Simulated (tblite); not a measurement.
A tight-binding relaxation on `c1c(c[c]nc1Cl)OC` [radical].

Computed with GFN2-xTB geometry optimisation, gas phase (tblite 0.8.0). Start geometry: from a force field or distance geometry. A driver script takes a list of jobs; this job's settings line and coordinates (Å) are shown.

Command:
```bash
OMP_NUM_THREADS=1 python probes_run.py task.json out
```

Input:
```
{"job": {"kind": "relax", "xc": "GFN2-xTB", "basis": "xTB"}, "charge": 0, "multiplicity": 2}
C     -2.284300    -0.483800    -0.025700
O     -1.416500     0.600200    -0.114000
C     -0.018300     0.526800    -0.049600
C      0.657000     1.732300    -0.159100
C      2.040700     1.731200    -0.099300
N      2.734200     0.581300     0.028600
C      2.061100    -0.572800     0.121600
Cl     2.922300    -2.109800     0.311400
C      0.682700    -0.649000     0.088800
H     -3.123700    -0.393300    -0.777600
H     -2.732500    -0.572500     1.009700
H     -1.801200    -1.443000    -0.270100
H      0.084300     2.640900    -0.250600
H      0.193500    -1.588900     0.163700
```

Output:
```
step      E/eV     max force
  0    -729.87108    3.385
  1    -730.11774    1.062
  2    -730.16504    0.583
  3    -730.21283    0.515
  4    -730.22930    0.322
  5    -730.23974    0.227
  6    -730.24515    0.222
  7    -730.25076    0.168
  8    -730.25327    0.135
  9    -730.25467    0.097
... (28 lines left out)
 38    -730.33830    0.098
 39    -730.34035    0.107
 40    -730.34193    0.088
 41    -730.34268    0.062
 42    -730.34311    0.048
 43    -730.34342    0.035
 44    -730.34361    0.029
 45    -730.34369    0.017
 46    -730.34373    0.013
 47    -730.34375    0.007
```

«max force» is the largest atomic force in eV/Å.

Task: From which step on does the largest force stay under 0.1 eV/Å, and how much energy is left to gain from there?

Result: From step 40 (0.088 eV/Å), 1.8 meV above the end.

In short: energy lowered by 10.9 kcal/mol over 47 steps; largest atomic force 0.007 eV/Å at the end.

Task: Where do the atoms end?

Result: 0.330 Å rms from the input after alignment:
```
atom  x, y, z in Å
C1    -2.2123   -0.5213   -0.0738
O2    -1.4238    0.6426   -0.2060
C3    -0.0869    0.5441   -0.0961
C4     0.6375    1.7447   -0.2362
C5     1.9927    1.6288   -0.1168
N6     2.6526    0.5481    0.1044
C7     1.9944   -0.5890    0.2335
Cl8    2.9056   -2.0140    0.5238
C9     0.6115   -0.6432    0.1415
H10   -3.2412   -0.1912   -0.2048
H11   -2.0975   -0.9700    0.9171
H12   -1.9664   -1.2599   -0.8422
H13    0.1212    2.6699   -0.4220
H14    0.1118   -1.5900    0.2555
```

Hardware: one thread of an Arm Neoverse V1 (shared host). Cost: 0.36 s wall.
Labels such as C1 count atoms from 1, the log's own numbers from 0.
